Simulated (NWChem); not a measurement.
System: CHBClF₃; SMILES FC(F)(F)BCl

NWChem printed, in part:

```
             Northwest Computational Chemistry Package (NWChem) 7.3.0
             --------------------------------------------------------

 C1  symmetry detected

                             Geometry "geometry" -> ""
                             -------------------------

 Output coordinates in angstroms (scale by  1.889725989 to convert to a.u.)

  No.       Tag          Charge          X              Y              Z
 ---- ---------------- ---------- -------------- -------------- --------------
    1 B                    5.0000     0.80401002    -0.57541098     0.05028383
    2 C                    6.0000     0.00910286     0.81435757     0.00480290
    3 F                    9.0000    -1.33378706     0.72346631     0.02163194
    4 F                    9.0000     0.35928300     1.47729777    -1.12890969
    5 F                    9.0000     0.37766809     1.58483911     1.05960155
    6 Cl                  17.0000    -0.04066309    -2.08955498     0.00257034
    7 H                    1.0000     1.98812897    -0.55708459     0.10515347

 Effective nuclear repulsion energy (a.u.)     286.3165239346

  xc_inp: hfexch multiplicative factor not found.

                                 NWChem DFT Module
                                 -----------------

 Summary of "ao basis" -> "ao basis" (spherical)
 ------------------------------------------------------------------------------
       Tag                 Description            Shells   Functions and Types
 ---------------- ------------------------------  ------  ---------------------
 B                          6-311g**                 8       18   4s3p1d
 C                          6-311g**                 8       18   4s3p1d
 F                          6-311g**                 8       18   4s3p1d
 Cl                         6-311g**                12       26   6s5p1d
 H                          6-311g**                 4        6   3s1p

            General Information
            -------------------
          SCF calculation type: DFT
          Wavefunction type:  closed shell.
          No. of atoms     :     7
          No. of electrons :    56
           Alpha electrons :    28
            Beta electrons :    28
          Charge           :     0
          Spin multiplicity:     1
          Use of symmetry is: off; symmetry adaption is: off
          Maximum number of iterations: 150
          AO basis - number of functions:   122
                     number of shells:    56
          Convergence on energy requested:  1.00D-06
          Convergence on density requested:  1.00D-05
          Convergence on gradient requested:  5.00D-04

              XC Information
              --------------
                     Hartree-Fock (Exact) Exchange  1.000

      Superposition of Atomic Density Guess
      -------------------------------------

 Sum of atomic energies:        -820.39427285

      Non-variational initial energy
      ------------------------------

 Total energy =    -822.068953
 1-e energy   =   -1706.771055
 2-e energy   =     598.385578
 HOMO         =      -0.335708
 LUMO         =      -0.022496

     ---------------------------------------------
      Total Density - Mulliken Population Analysis
     ---------------------------------------------

    Atom       Charge   Shell Charges
 -----------   ------   -------------------------------------------------------
    1 B    5     4.61   1.13  0.86  0.31  0.75  0.82  0.36  0.28  0.09
    2 C    6     4.83   1.10  0.89  0.33  0.74  1.02  0.28  0.28  0.19
    3 F    9     9.43   1.08  0.92  1.19  1.10  2.49  0.85  1.80  0.00
    4 F    9     9.44   1.08  0.92  1.19  1.10  2.49  0.85  1.81  0.00
    5 F    9     9.44   1.08  0.92  1.19  1.10  2.49  0.85  1.81  0.00
    6 Cl  17    17.25   0.78  1.19  0.91  1.08  0.99  0.99  7.41 -1.50  1.04  3.15  1.21  0.01
    7 H    1     1.01   0.25  0.56  0.18  0.01

   convergence    iter        energy       DeltaE   RMS-Dens  Diis-err
 ---------------- ----- ----------------- --------- --------- ---------
 d= 0,ls=0.0,diis     1   -820.9399126587 -1.11D+03  6.34D-03  1.31D+00
 d= 0,ls=0.0,diis     2   -821.0469111421 -1.07D-01  2.27D-03  4.89D-01
 d= 0,ls=0.0,diis     3   -821.0863220563 -3.94D-02  6.53D-04  8.52D-03
 d= 0,ls=0.0,diis     4   -821.0878114809 -1.49D-03  2.37D-04  8.57D-04
 d= 0,ls=0.0,diis     5   -821.0879775981 -1.66D-04  6.69D-05  3.58D-05
  Resetting Diis
 d= 0,ls=0.0,diis     6   -821.0879885997 -1.10D-05  1.73D-05  3.51D-06
 d= 0,ls=0.0,diis     7   -821.0879894622 -8.63D-07  4.00D-06  2.71D-07

         Total DFT energy =     -821.087989462205
      One electron energy =    -1707.234595518340
           Coulomb energy =      667.142518071162
    Exchange-Corr. energy =      -67.312435949632
 Nuclear repulsion energy =      286.316523934605

 Numeric. integr. density =        0.000000000000

                       DFT Final Molecular Orbital Analysis
                       ------------------------------------

 Vector   26  Occ=2.000000D+00  E=-5.653126D-01
              MO Center=  1.3D-01, -3.2D-01,  9.0D-03, r^2= 3.4D+00
   Bfn.  Coefficient  Atom+Function         Bfn.  Coefficient  Atom+Function
  ----- ------------  ---------------      ----- ------------  ---------------
   106      0.283712  6 Cl px                 8     -0.238072  1 B  py
   107      0.179894  6 Cl py                26      0.174746  2 C  py
    28     -0.173692  2 C  s                 97     -0.167055  6 Cl px
    80     -0.156183  5 F  py                84     -0.154457  5 F  py
    62     -0.151509  4 F  py                66     -0.149757  4 F  py

 Vector   27  Occ=2.000000D+00  E=-5.162421D-01
              MO Center=  3.0D-02, -2.0D+00,  6.2D-03, r^2= 1.4D+00
   Bfn.  Coefficient  Atom+Function         Bfn.  Coefficient  Atom+Function
  ----- ------------  ---------------      ----- ------------  ---------------
   108      0.573970  6 Cl pz                99     -0.319124  6 Cl pz
   111      0.296944  6 Cl pz               105      0.224808  6 Cl pz
     9      0.106357  1 B  pz               102     -0.076054  6 Cl pz
     5      0.048559  1 B  pz                13      0.046794  1 B  pz
    15     -0.037431  1 B  d -1             106     -0.026944  6 Cl px

 Vector   28  Occ=2.000000D+00  E=-4.762590D-01
              MO Center=  2.3D-01, -1.5D+00,  1.5D-02, r^2= 2.6D+00
   Bfn.  Coefficient  Atom+Function         Bfn.  Coefficient  Atom+Function
  ----- ------------  ---------------      ----- ------------  ---------------
   106      0.464790  6 Cl px               109      0.265055  6 Cl px
    97     -0.257859  6 Cl px               107     -0.246439  6 Cl py
   103      0.185875  6 Cl px                28      0.163858  2 C  s
   110     -0.141524  6 Cl py                98      0.137400  6 Cl py
   118     -0.132874  7 H  s                 26     -0.124108  2 C  py

 Vector   29  Occ=0.000000D+00  E= 4.413153D-02
              MO Center=  7.5D-01, -6.3D-01,  6.1D-02, r^2= 2.7D+00
   Bfn.  Coefficient  Atom+Function         Bfn.  Coefficient  Atom+Function
  ----- ------------  ---------------      ----- ------------  ---------------
    13      0.781600  1 B  pz               111     -0.353525  6 Cl pz
     9      0.303821  1 B  pz               108     -0.194609  6 Cl pz
     5      0.192037  1 B  pz                99      0.107030  6 Cl pz
    66     -0.098068  4 F  py                84      0.089712  5 F  py
    64      0.086278  4 F  s                105     -0.082053  6 Cl pz

 Vector   30  Occ=0.000000D+00  E= 1.843806D-01
              MO Center=  1.7D-01, -1.7D+00,  7.6D-03, r^2= 5.0D+00
   Bfn.  Coefficient  Atom+Function         Bfn.  Coefficient  Atom+Function
  ----- ------------  ---------------      ----- ------------  ---------------
    96     -1.576073  6 Cl s                 10      1.553225  1 B  s
   110     -1.071757  6 Cl py                12     -1.056536  1 B  py
    11     -1.021502  1 B  px               119      0.560003  7 H  s
   109     -0.475844  6 Cl px                28     -0.215044  2 C  s
    30      0.185095  2 C  py                94      0.132525  6 Cl s

 Vector   31  Occ=0.000000D+00  E= 1.893429D-01
              MO Center=  2.4D+00, -6.6D-01,  1.3D-01, r^2= 3.4D+00
   Bfn.  Coefficient  Atom+Function         Bfn.  Coefficient  Atom+Function
  ----- ------------  ---------------      ----- ------------  ---------------
   119      3.424922  7 H  s                 10     -2.436803  1 B  s
    11     -1.686416  1 B  px               109      0.445914  6 Cl px
   118     -0.360651  7 H  s                  6     -0.155770  1 B  s
    29      0.151261  2 C  px                12      0.143742  1 B  py
    30      0.127116  2 C  py                96      0.109991  6 Cl s

     ---------------------------------------------
      Total Density - Mulliken Population Analysis
     ---------------------------------------------

    Atom       Charge   Shell Charges
 -----------   ------   -------------------------------------------------------
    1 B    5     4.77   1.13  0.86  0.39  0.71  1.06  0.24  0.24  0.14
    2 C    6     5.26   1.10  0.89  0.49  0.78  1.40  0.12  0.20  0.26
    3 F    9     9.30   1.08  0.92  1.14  1.08  2.42  0.89  1.76  0.01
    4 F    9     9.31   1.08  0.92  1.14  1.08  2.41  0.89  1.78  0.01
    5 F    9     9.31   1.08  0.92  1.14  1.08  2.41  0.89  1.78  0.01
    6 Cl  17    17.13   0.78  1.19  0.91  1.08  0.98  1.02  7.41 -1.49  1.01  3.07  1.16  0.02
    7 H    1     0.93   0.25  0.58  0.08  0.02

     -------------------------------------------
      Total Density - Lowdin Population Analysis
     -------------------------------------------

    Atom       Charge   Shell Charges
 -----------   ------   -------------------------------------------------------
    1 B    5     5.15   1.07  0.90  0.40  0.50  1.06  0.31  0.63  0.28
    2 C    6     5.94   1.05  0.92  0.51  0.53  1.33  0.32  0.77  0.52
    3 F    9     9.03   1.03  0.96  1.16  0.99  2.39  0.73  1.77  0.01
    4 F    9     9.04   1.03  0.96  1.16  0.99  2.39  0.73  1.78  0.01
    5 F    9     9.04   1.03  0.96  1.16  0.99  2.39  0.73  1.78  0.01
    6 Cl  17    16.75   0.90  1.08  0.94  1.03  0.83  0.84  4.49  0.93  1.66  2.68  1.34  0.02
    7 H    1     1.04   0.26  0.49  0.25  0.03

     Multipole analysis of the density
     ---------------------------------

     L   x y z        total         alpha         beta         nuclear
     -   - - -        -----         -----         ----         -------
     0   0 0 0     -0.000000    -28.000000    -28.000000     56.000000

     1   1 0 0      0.511547      0.255774      0.255774      0.000000
     1   0 1 0     -0.499796     -0.249898     -0.249898      0.000000
     1   0 0 1      0.047107      0.023553      0.023553      0.000000

     2   2 0 0    -29.631772    -60.650090    -60.650090     91.668408
     2   1 1 0     -0.381115      0.617498      0.617498     -1.616110
     2   1 0 1      0.020877     -0.170316     -0.170316      0.361508
     2   0 2 0    -32.096316   -243.040588   -243.040588    453.984859
     2   0 1 1     -0.028570      0.032454      0.032454     -0.093477
     2   0 0 2    -29.525610    -53.335468    -53.335468     77.145326
```

Level: Hartree-Fock/6-311G** (spherical d). The geometry was optimised at B3LYP/6-31G* (spherical d).

**Question.** Reconstruct the input file.

**Answer.** Several could match; the one computed here: the input that was run:
```
start job
memory heap 200 mb stack 900 mb global 1100 mb
geometry units angstroms noautoz
  B      0.802324    -0.596353     0.023329
  C      0.016777     0.799371     0.006807
  F     -1.325536     0.718353     0.066218
  F      0.335591     1.462898    -1.135782
  F      0.424518     1.564135     1.051300
  Cl    -0.054730    -2.104077    -0.001330
  H      1.987694    -0.586927     0.040456
end
basis spherical
  B library 6-311g**
  C library 6-311g**
  F library 6-311g**
  Cl library 6-311g**
  H library 6-311g**
end
dft
  xc hfexch
  iterations 150
  mulliken
end
task dft energy
```
